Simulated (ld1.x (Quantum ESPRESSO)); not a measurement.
What the settings do to the TM potential of Cl (Z = 17)

Base potential:

ld1.x (Quantum ESPRESSO) 7.5 input, shortened:

```
&input
   title='Cl', zed=17., rel=0, dft='PZ', iswitch=3,
   config='[Ne] 3s2 3p5'
 /
 &inputp
   pseudotype=2, tm=.true., lloc=0,
   nlcc=.true.
 /
2
3P  2  1   5.00   0.00  1.40  1.40  0.0
3S  1  0   2.00   0.00  1.05  1.05  0.0
 &test
   configts(1)='3s2 3p5'
 /
```

Cutoffs, loose and tight: the cutoffs (Ry, on a coarse ladder) from which the occupation-weighted sum of valence levels, in a spherical-Bessel basis at the reference potential, stays within 10 and 1 mRy of its value at 400 Ry. They do not see the model core or the augmentation charge, which bear on the density cutoff. Test errors are all-electron minus pseudo excitation energies from the reference, over the configurations 3s2 3p4; 3s2 3p3; 3s2 3p2; 3s2 3p1; 3s2 3p4.5; 3s1 3p6; 3s2 3p5.3 (two spin-polarised tests are not counted in the largest error). A dash means not determined; rows that change the core or the reference have their own tests.

The default core radius of the base comes out at 0.79 bohr.

| change | outcome | cutoff, loose | cutoff, tight | bound ghosts | largest test error (meV) |
| --- | --- | --- | --- | --- | --- |
| base | generated | 70 Ry | 160 Ry | none | +256 |
| all radii but the core radius scaled by about 1.33 (s 1.40, p 1.86 bohr) | generated | 50 Ry | 70 Ry | none | +195 |
| wave 3s (bound): rc 1.05 bohr becomes 3s (bound): rc 1.40 bohr | generated | 50 Ry | 70 Ry | none | +234 |
| scalar-relativistic | generated | 70 Ry | 160 Ry | none | +245 |
| type TM semilocal; local potential the p channel | generated | 70 Ry | 160 Ry | none | +246 |
| core correction a·sin(br)/r model core inside 1.18 bohr | generated | 70 Ry | 160 Ry | none | +314 |
| wave 3p (bound): rc 1.40 bohr becomes 3p (bound): rc 1.48 bohr | generated | 70 Ry | 160 Ry | none | +256 |
| functional PBEsol | generated | 70 Ry | 160 Ry | none | +250 |
| local potential the p channel | generated | 70 Ry | 160 Ry | none | +233 |
| all radii but the core radius scaled by about 1.07 (s 1.12, p 1.50 bohr) | generated | 55 Ry | 120 Ry | none | +232 |
| reference 3s2 3p4.75 | generated | 70 Ry | 160 Ry | none | +244 |
